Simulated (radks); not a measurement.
Values are calculated unless marked as measured or tabulated.
The mean radii <r> (bohr) of the occupied orbitals of an atom or ion are listed with their occupations. Code: a radial shooting solver on a logarithmic mesh with Libxc functionals. Model: scalar-relativistic Kohn-Sham, LDA (Slater exchange, VWN5 correlation), spin-polarised, spherical densities, finite nucleus; Fermi nuclear charge, rms radius of each element as measured or else 0.836 A^(1/3) + 0.57 fm.

orbital  occ.      <r>
1s          2  0.01829
2s          2  0.07437

Name the element and its charge. Open shells, if any, are filled with parallel spins first.

Answer. Z = 74, tungsten, charge +70: W70+ in [He] 2s2. The 1s radius gives Z: for a bare nucleus <r> = (2 gamma + 1)/(2Z) with gamma = sqrt(1 - (Z/c)^2), 0.01813 bohr for Z = 74, and screening makes it slightly larger (0.01829 here). The occupations add up to 4, and the charge is Z minus that.
